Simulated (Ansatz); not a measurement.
Saddle point of Si$_{2}$H$_{4}$F$_{4}$, singlet (SiHF₃ ([F][SiH]([F])[F]) + SiH₃F ([F][SiH3]) → Si₂H₃F₃ ([F][Si]([F])([F])[SiH3]) + HF; bonds formed: Si1–Si7, F2–H6; bonds broken: Si1–H6, F2–Si7), PBE0-D4/def2-TZVP structure:

```
10
angstrom
Si -0.8976 -0.9938 -0.0316
F 1.9795 -0.2310 -0.3310
F -0.6898 -2.5404 -0.3062
F -1.5708 -0.8874 1.3930
F -1.9288 -0.4908 -1.1173
H 0.9228 -0.6814 -0.2457
Si 0.6434 1.0995 0.0856
H 1.3303 1.4077 1.3533
H 1.0004 1.8397 -1.1387
H -0.7892 1.4780 0.3384
```

Energies are electronic, without zero-point energy. Barriers and step energies count from the start structure reached by relaxing down the imaginary mode; all methods use the PBE0-D4 structures, on which another method's saddle can fall below an end. Computed with Ansatz 0.2.0 (basis: def2-TZVPP, with def2-QZVPP for the basis limit); correlated methods freeze the cores. B3LYP uses VWN-RPA correlation. Extrapolation: Hartree–Fock as exp(−7.88 √X), correlation as X^−2.97.

```csv
method,barrier (kcal/mol),step energy (kcal/mol)
SPW92,52.73,22.84
PBE-D4,?,24.10
BLYP-D4,69.36,29.12
r2SCAN-D4,68.81,29.89
B97M-V,72.79,30.53
PBE0-D4,68.13,26.38
B3LYP-D4,74.66,30.65
r2SCAN0-D4,73.61,30.58
BHLYP-D4,83.25,33.50
CAM-B3LYP-D4,76.76,32.18
wB97X-V,74.67,30.45
wB97M-V,73.98,31.49
B2PLYP,77.59,32.58
PBE-QIDH,75.12,30.13
RPA on PBE,?,32.49
HF,?,39.38
MP2,78.26,33.16
CCSD,82.13,32.55
CCSD(T),78.15,31.42
```

Fill in the withheld barriers. (To be estimated.)

By the calculation: HF 101.34; PBE-D4 60.49; RPA on PBE 77.85 kcal/mol. Each is the energy of the saddle less that of the start structure, by the same method.

For comparison, the barrier by CCSD(T) at an estimated basis limit (MP2 extrapolated from triple and quadruple zeta, plus CCSD(T) − MP2 in triple zeta) is 77.30 kcal/mol.

The T1 diagnostic stays at or below 0.014.

Labels in which every atom is bracketed show which atoms are joined, not bond orders.

For scale, one of the runs: CCSD(T)/def2-TZVPP, 264 basis functions, launched by `ansatz run in.yaml --threads 8 --pin off --events-out ev --progress --plain --max-ram 19148MiB`. Hardware: 8 CPU threads of an Arm Neoverse N1, shared host. Wall time 4.5 min; peak host memory 6.8 GiB.
